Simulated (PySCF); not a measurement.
SMILES C=Cc1ccccc1-c1ccco1 at its GFN2-xTB optimised geometry (Å):

```
23

C     -3.1717    -1.0127    -0.4954
C     -2.0154    -0.7817     0.1106
C     -1.2509     0.4596     0.0000
C     -1.9174     1.6826    -0.0372
C     -1.2270     2.8787    -0.0559
C      0.1588     2.8753    -0.0253
C      0.8399     1.6754     0.0000
C      0.1550     0.4596     0.0000
C      0.9279    -0.7709    -0.0371
C      0.6623    -2.0123    -0.5609
C      1.8221    -2.7913    -0.3509
C      2.7102    -1.9763     0.2803
O      2.1860    -0.7566     0.4668
H     -3.7082    -1.9363    -0.3593
H     -3.6161    -0.2978    -1.1678
H     -1.5805    -1.5384     0.7513
H     -2.9973     1.6869    -0.0220
H     -1.7673     3.8136    -0.0815
H      0.7055     3.8067    -0.0253
H      1.9195     1.6628     0.0111
H     -0.2314    -2.3191    -1.0638
H      1.9714    -3.8136    -0.6325
H      3.7082    -2.1405     0.6358
```

Calculation: CAM-B3LYP/def2-SVP in PySCF. Cells within 0.4 Å of a nucleus heavier than hydrogen are left out (blank, or x).

Map of the electron localisation function on the plane z = 0.0 Å:

```
|0000000000000000000000000000000|
|0000000000000000000000000000000|
|0000000002540000254000000000000|
|0000000059994001899700000000000|
|0000000189998006999940000000000|
|0000000189999207999930000000000|
|0000000049998447999700000000000|
|000000000487x68x386000000000000|
|00000011015xx58xx52001000000000|
|0000179974795564885689820000000|
|0000399997x572168x4999960000000|
|0000199997xx40033xx999960000000|
|0000028996598326965999500000000|
|000000012277x67x483210000000000|
|00000000015xx68xx51001200000000|
|0000134444894674895257740000000|
|0000246785x872269x2678840000000|
|0000255693x250034xx878720000000|
|0001477477266005854468632210000|
|0004899744686016885024367863000|
|0017999920362026654263x79985000|
|0018999910010046678589568985000|
|00049997000000245771x8535652000|
|0000376100000011245555200000000|
|0000000000000000025887200000000|
|0000000000000000015998400000000|
|0000000000000000003898400000000|
|0000000000000000002676200000000|
|0000000000000000000121000000000|
|0000000000000000000000000000000|
|0000000000000000000000000000000|
```
Scale: ten equal steps from 0.000 (start of '0') to 1.000 (end of '9'), in the order '0123456789'; x runs from -6.00 to 6.00, y from -6.00 (bottom) to 6.00 (top).
